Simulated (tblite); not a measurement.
C4H13NSi3.
Atom-mapped SMILES: `[N:1]#[C:2][C@@H:3]([SiH3:4])[CH2:5][SiH2:6][CH2:7][SiH3:8]` (hydrogens: H9 on C3; H10, H11, H12 on Si4; H13, H14 on C5; H15, H16 on Si6; H17, H18 on C7; H19, H20, H21 on Si8)

A start from a force field or distance geometry was refined with GFN2-xTB geometry optimisation, gas phase in tblite 0.8.0. Values at the start:

```json
{"coordinate": "N1≡C2", "start": "1.168 Å"}
{"coordinate": "C2–C3", "start": "1.468 Å"}
{"coordinate": "C3–Si4", "start": "1.904 Å"}
{"coordinate": "C3–C5", "start": "1.545 Å"}
{"coordinate": "C3–H9", "start": "1.099 Å"}
{"coordinate": "Si4–H10", "start": "1.501 Å"}
{"coordinate": "C5–Si6", "start": "1.890 Å"}
{"coordinate": "C5–H13", "start": "1.098 Å"}
{"coordinate": "C5–H14", "start": "1.094 Å"}
{"coordinate": "Si6–C7", "start": "1.846 Å"}
{"coordinate": "Si6–H15", "start": "1.493 Å"}
{"coordinate": "Si6–H16", "start": "1.472 Å"}
{"coordinate": "C7–Si8", "start": "1.851 Å"}
{"coordinate": "C7–H17", "start": "1.100 Å"}
{"coordinate": "C7–H18", "start": "1.096 Å"}
{"coordinate": "Si8–H19", "start": "1.482 Å"}
{"coordinate": "N1–C2–C3", "start": "177.2°"}
{"coordinate": "C2–C3–Si4", "start": "108.2°"}
{"coordinate": "C2–C3–C5", "start": "112.1°"}
{"coordinate": "C3–C5–Si6", "start": "115.8°"}
{"coordinate": "Si4–C3–C5", "start": "113.4°"}
{"coordinate": "C5–Si6–C7", "start": "112.6°"}
{"coordinate": "Si6–C7–Si8", "start": "107.2°"}
{"coordinate": "C2–C3–C5–Si6", "start": "74°"}
{"coordinate": "C3–C5–Si6–C7", "start": "-74°"}
{"coordinate": "C5–Si6–C7–Si8", "start": "-175°"}
```

Problem. How do these coordinates change at the GFN2-xTB level?

Solution. 
| coordinate | GFN2-xTB (Å or °) | change |
| --- | --- | --- |
| C7–Si8 | 1.898 | +0.047 |
| Si6–C7 | 1.892 | +0.046 |
| C2–C3 | 1.427 | -0.041 |
| Si4–H10 | 1.461 | -0.040 |
| Si6–H15 | 1.468 | -0.025 |
| C5–Si6 | 1.913 | +0.023 |
| N1≡C2 | 1.146 | -0.022 |
| C3–Si4 | 1.925 | +0.021 |
| Si8–H19 | 1.464 | -0.018 |
| C7–H17 | 1.091 | -0.009 |
| C3–C5 | 1.536 | -0.009 |
| C5–H13 | 1.092 | -0.006 |
| C7–H18 | 1.090 | -0.006 |
| C3–H9 | 1.096 | -0.003 |
| C5–H14 | 1.092 | -0.002 |
| Si6–H16 | 1.471 | -0.001 |
| Si6–C7–Si8 | 114.9 | +7.7 |
| C3–C5–Si6 | 113.7 | -2.1 |
| Si4–C3–C5 | 111.5 | -1.9 |
| C5–Si6–C7 | 111.5 | -1.1 |
| C2–C3–C5 | 111.2 | -0.9 |
| N1–C2–C3 | 177.7 | +0.5 |
| C2–C3–Si4 | 108.1 | -0.1 |
| C3–C5–Si6–C7 | -70 | +4 |
| C5–Si6–C7–Si8 | -179 | -4 |
| C2–C3–C5–Si6 | 70 | -4 |

The energy falls by 24.2 kJ/mol over 90 L-BFGS steps, the largest force on an atom goes from 2.82 to 0.009 eV/Å, and the atoms move by 0.180 Å rms after alignment. Among the bonds, Si6–C7 and C7–Si8 change most and about equally (+0.046 to +0.047 Å). Bonds longer at the end by more than 0.005 Å: 4 of 20; shorter: 13. Rotational constants go from 2514, 482.5, 419.6 to 2531, 485.5, 422.1 MHz.

Its GFN2-xTB frequencies are all real (lowest 16 cm⁻¹). One conformer, not necessarily the lowest.

The values belong to the conformer `[N:1]#[C:2][C@@H:3]([SiH3:4])[CH2:5][SiH2:6][CH2:7][SiH3:8]`: C2–C3–C5–Si6 70°, C3–C5–Si6–C7 -70°, C5–Si6–C7–Si8 -179°.

The numbers are calculated, not measured.
